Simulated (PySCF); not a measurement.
C2H4ClFSi2, SMILES F[Si@@H]([SiH2]C#C)Cl.

Coordinates come from a B3LYP-D3(BJ)/def2-SVP optimisation. The structure was generated by enumeration; whether it is a known compound was not checked. One conformer was computed; it need not be the lowest.

Two levels are set side by side: TDDFT-PBE/def2-SVPD (PySCF) and TDDFT-LC-ωPBE/def2-SVPD (PySCF). Vertical, same geometry. The lowest singlet is HOMO→LUMO 66 %, HOMO→LUMO+1 22 % with PBE and HOMO−1→LUMO 19 %, HOMO→LUMO+3 13 %, HOMO−1→LUMO+2 11 %, HOMO→LUMO+1 11 % with the other functional; states are paired by order. Differences are taken from unrounded values.

| quantity | TDDFT-LC-ωPBE | TDDFT-PBE | TDDFT-PBE minus TDDFT-LC-ωPBE |
|---|---|---|---|
| lowest singlet excitation (eV) | 5.93 | 5.46 | -0.47 |
| lowest triplet excitation (TDA) (eV) | 4.71 | 4.67 | -0.04 |
| first bright state (f over 0.05) (eV) | 8.04 | 6.59 | -1.46 |
| its oscillator strength | 0.49 | 0.05 | -0.44 |

Functionals without exact exchange tend to place singlet excitations lower, as here. Differences between two approximate levels are no errors against the true value.

Rough cost on one machine, each run with all the roots and properties that it gave: TDDFT-LC-ωPBE against TDDFT-PBE about 7 times.
